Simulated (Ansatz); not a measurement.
`[SiH3][SiH2][BH][GeH3]` + `[NH2][In]([Cl])[Cl]` → `NB[SiH2][SiH3]` + `[Cl][In]([Cl])[GeH3]`  (redistribution)

Program: Ansatz. Geometries: PBE0-D4/def2-TZVP. ΔE: electronic, gas phase. CCSD(T)/CBS is the MP2 limit (def2-TZVPP, def2-QZVPP) plus CCSD(T) − MP2 in def2-TZVPP, frozen cores. DFT in def2-TZVPP. Elements past krypton have def2 core potentials. For Ge, In outer-core shells are correlated without core-valence functions, which leaves a few kJ/mol of doubt a bond. Scalar relativity is left out up to krypton. One conformer a species, not always the lowest.

`[SiH3][SiH2][BH][GeH3]`:

Z-matrix (Å, degrees):
```
Si
Si 1 2.361
H 1 1.487 2 110.5
H 1 1.487 2 110.1 3 120.1
H 1 1.488 2 109.8 3 -120.1
B 2 1.975 1 98.7 3 -62.5
H 2 1.489 1 106.7 3 178.3
H 2 1.489 1 108.1 3 60.4
Ge 6 2.057 2 121.5 1 -83.7
H 6 1.196 2 120.3 1 89.4
H 9 1.544 6 107.7 2 -113.4
H 9 1.540 6 112.3 2 128.9
H 9 1.539 6 113.7 2 5.7
```

`[NH2][In]([Cl])[Cl]`:

```xyz
6

N     0.050   -0.722   -1.028
In    0.074    0.347    0.662
Cl   -1.170   -0.285    2.501
Cl    1.515    2.129    0.936
H     0.329   -0.228   -1.864
H    -0.798   -1.241   -1.206
```

`NB[SiH2][SiH3]`:

Z-matrix (Å, degrees):
```
Si
B 1 2.014
Si 1 2.342 2 110.3
H 1 1.496 2 112.2 3 -119.9
H 1 1.492 2 111.7 3 119.4
N 2 1.386 1 121.2 3 108.9
H 2 1.199 1 121.1 3 -69.3
H 3 1.489 1 110.5 2 58.0
H 3 1.490 1 110.3 2 -61.3
H 3 1.489 1 111.7 2 178.6
H 6 1.007 2 123.6 1 2.0
H 6 1.007 2 123.0 1 -178.2
```

`[Cl][In]([Cl])[GeH3]`:

Cartesian coordinates in Å:
```
Cl -2.607 -0.730 1.803
In -0.397 -0.305 1.211
Cl 1.008 -0.527 3.052
Ge 0.389 0.309 -1.173
H 1.816 0.864 -1.105
H -0.568 1.354 -1.759
H 0.358 -0.965 -2.028
```

| level | ΔE (kJ/mol) |
| --- | --- |
| r2SCAN | -211.3 |
| MP2/def2-QZVPP | -206.8 |

Task: What does CCSD(T)/CBS give? (Estimate.)

Result: The calculation gave: -201.3 kJ/mol. The listed levels differ from it by -10.0, -5.5 kJ/mol.

Largest T1 diagnostic among the species: 0.014.

The D4 term adds +5.4 kJ/mol with B3LYP and +3.0 kJ/mol with PBE0; it sums over pairs of atoms, weighted by their polarisabilities, and B3LYP, whose exchange is more repulsive, gets the larger term. In def2-TZVPP, CCSD(T) changes the Hartree–Fock value by +11.9 kJ/mol (the triples alone add +2.0 kJ/mol) and MP2 by +6.9 kJ/mol.

B3LYP here is the variant with VWN-RPA as its local correlation; programs differ in this.
